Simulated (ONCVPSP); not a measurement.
**u(r) = r·R(r): atom against pseudo-atom (Er (Z = 68))**

Columns: radius, all-electron u(r) and pseudo u(r) of the 5p shell (level -40.06 eV) of erbium in the configuration [Kr] 4d10 4f11 5s2 5p6 5d1 6s0.5; PBE, scalar-relativistic, ONCV scheme, ONCVPSP 4.0.1.

```tsv
r (bohr)	all-electron	pseudo
0.140	0.2912	0.0117
0.280	-0.1157	0.0541
0.420	-0.4856	0.1412
0.560	-0.2594	0.2794
0.700	0.1701	0.4572
0.840	0.5465	0.6463
0.980	0.7953	0.8101
1.120	0.9226	0.9171
1.260	0.9575	0.9540
1.400	0.9307	0.9301
1.540	0.8668	0.8668
1.680	0.7838	0.7838
1.820	0.6938	0.6938
1.960	0.6044	0.6044
2.100	0.5202	0.5202
2.240	0.4436	0.4436
2.380	0.3754	0.3754
2.520	0.3157	0.3157
2.660	0.2642	0.2642
2.800	0.2201	0.2201
2.940	0.1827	0.1827
3.080	0.1512	0.1512
3.220	0.1248	0.1248
3.360	0.1027	0.1027
3.500	0.0844	0.0844
3.640	0.0691	0.0691
```

How many radial nodes do the two functions have?

The all-electron 5p function has n − l − 1 = 3 (the table is too coarse to show those close to the nucleus); the pseudo-wave has 0, since the states of the same l below it are removed with the core.

At about which radius was the pseudo-wave matched?

1.75 bohr. The columns agree to 0.0005 from 1.54 bohr on; several derivatives are matched, so the curves merge somewhat inside the radius.

Is the pseudo-wave norm-conserving?

Yes: the ONCV scheme keeps the norm inside the radius equal to the all-electron one, which fixes the energy derivative of the logarithmic derivative at the level.
